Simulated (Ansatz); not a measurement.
`FC=C(I)I`. The species carries charge 0 and has multiplicity 1. I: def2 effective core potential.

Cartesian coordinates in Å:
```
F -1.558 0.864 -0.527
C -0.289 0.717 -0.165
C 0.237 -0.465 0.121
I -0.880 -2.201 0.027
I 2.231 -0.567 0.674
H 0.259 1.652 -0.129
```

List the harmonic frequencies (cm⁻¹, unscaled) at PBE0-D4/def2-TZVP in Ansatz. (An estimate is asked.)

The calculation gave: 122, 152, 228, 313, 396, 525, 841, 861, 1165, 1317, 1692, 3219.

Is this a minimum?

Yes, all 12 modes are real.

Give the ideal-gas thermochemistry at 298.15 K and 1 bar (rigid rotor, harmonic oscillator; point group Cs, symmetry number 1).

Zero-point energy 64.8 kJ/mol; H(298) − E = 82.4 kJ/mol; entropy 353.8 J/(mol·K), of which translation 179.9, rotation 128.1, vibration 45.8; G(298) − E = -23.1 kJ/mol.

Rotational constants (cm⁻¹)?

0.07253, 0.02015, 0.01577.
